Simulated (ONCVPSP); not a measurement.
## What one change does to a pseudopotential (Dy, ONCV)

* Element: Dy (Z = 66)
* Generator: ONCVPSP 4.0.1
* Type: optimised norm-conserving Vanderbilt (ONCV)
* Functional: LDA (Perdew-Wang 92)
* Relativity: scalar-relativistic
* Frozen core: [Kr] 4d10 4f9
* Valence charge: 11
* Reference configuration: 5s2 5p6 5d1 6s0.5 (charge +1.5)
* Partial waves: 5s+6s: rc 1.90 bohr, ncon 4, nbas 8, qcut 7.2 1/bohr, 2 projectors; 5p: rc 2.40 bohr, ncon 4, nbas 9, qcut 7.1 1/bohr, 2 projectors, debl 0.9 Ha; 5d: rc 3.30 bohr, ncon 5, nbas 9, qcut 5.8 1/bohr, 1 projector
* Local potential: polynomial inside 1.65 bohr (lpopt 5, dvloc0 1 Ha)
* Core correction: Teter function, fcfact 3.5, rcfact 1.55

In the p channel the program set the typed energies aside and used -1.427, 0.250 Ha.

All-electron outer shells of the reference configuration (LDA (PZ), scalar-relativistic, ld1.x):

```
shell  level (eV)  outermost node (bohr)  outermost maximum (bohr)
   5s      -63.21                   0.63                      1.14
   5p      -38.84                   0.67                      1.30
   4f      -19.64                      –                      0.53
   6s      -12.71                   1.53                      3.04
   5d      -11.90                   0.76                      1.86
```

Change: all radii but the core radius scaled by about 1.07 (s 2.04, p 2.58, d 3.54 bohr); local potential polynomial inside 1.76 bohr (lpopt 5, dvloc0 1 Ha). In the p channel the program set the typed energies aside and used -1.427, 0.050 Ha.

Cutoffs: the cutoffs (Ha) at which the residual kinetic energy of the hardest occupied pseudo-wave falls to 1 and 0.1 mHa per electron; they do not see the model core or the augmentation charge, which bear on the density cutoff. Errors are all-electron minus pseudo energies relative to the spin-unpolarised reference configuration.

Question: What does the change do?

Answer: The potential gets softer (17 Ha and 20 Ha → 16 Ha and 19 Ha); of the 4 tests that both files solve, the error grows in 0 and shrinks in 1 by more than 15 % and 0.3 meV (median size 3.0 → 3.0 meV); neither file shows a bound ghost. A larger radius leaves more room for a smooth pseudo-wave, so fewer plane waves are needed.

| quantity | base | changed |
| --- | --- | --- |
| cutoff, loose | 17 Ha | 16 Ha |
| cutoff, tight | 20 Ha | 19 Ha |
| loose cutoff by channel | s 17 Ha, p 7.6 Ha, d 8.5 Ha | s 16 Ha, p 8.1 Ha, d 8.0 Ha |
| bound ghosts | none | none |
| GHOST(+) flags under 300 eV | none | none |
| error for 5s2 5p6 5d1 6s2, meV [ΔE -12.67 eV] | +11 | +11 |
| error for 5s2 5p6 5d1 6s1, meV [ΔE -5.62 eV] | +2.9 | +2.8 |
| error for 5s2 5p6 5d1 6s0, meV [ΔE 7.08 eV] | +1.1 | +0.8 |
| error for 5s2 5p6 5d1.5 6s1.5, meV [ΔE -11.66 eV] | +3.2 | +3.2 |
| rms error of d²Exc/dni dnj with the model core, mHa | 0.87 | 0.83 |
